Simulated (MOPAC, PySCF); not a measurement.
Constitutional and geometric isomers with formula C3H7B. All species are isolated molecules in the gas phase. One relaxed conformer stands for each flexible species; it need not be the lowest. Strings in code marks are SMILES.

Quantity: vertical ionisation energy (energy after one electron is removed minus that of the parent at the parent's geometry), in eV.

Level 1: B3LYP/6-31G* // PBE-D3(BJ)/def2-TZVP (PySCF)
Level 2: minus the HOMO energy of B3LYP/6-31G* // PBE-D3(BJ)/def2-TZVP (PySCF)
Level 3: minus the HOMO energy of HF/3-21G // PBE-D3(BJ)/def2-TZVP (PySCF)
Level 4: minus the HOMO energy of PM6 // PBE-D3(BJ)/def2-TZVP (MOPAC)

```json
[
 {"species": "`[H]/B=C/CC`", "level 1": "8.31", "level 2": "5.70", "level 3": "8.46", "level 4": "8.38"},
 {"species": "`B/C=C\\C`", "level 1": "?", "level 2": "7.38", "level 3": "10.03", "level 4": "10.12"},
 {"species": "`B=C(C)C`", "level 1": "7.93", "level 2": "?", "level 3": "8.05", "level 4": "7.92"},
 {"species": "`B/C=C/C`", "level 1": "9.94", "level 2": "?", "level 3": "10.08", "level 4": "10.17"},
 {"species": "`C[C@@H]1BC1`", "level 1": "9.23", "level 2": "6.64", "level 3": "?", "level 4": "?"}
]
```

### Question
Complete the blanks.

### Answer

- `B/C=C\C`, level 1: 9.89
- `B=C(C)C`, level 2: 5.41
- `B/C=C/C`, level 2: 7.43
- `C[C@@H]1BC1`, level 3: 10.10
- `C[C@@H]1BC1`, level 4: 9.46
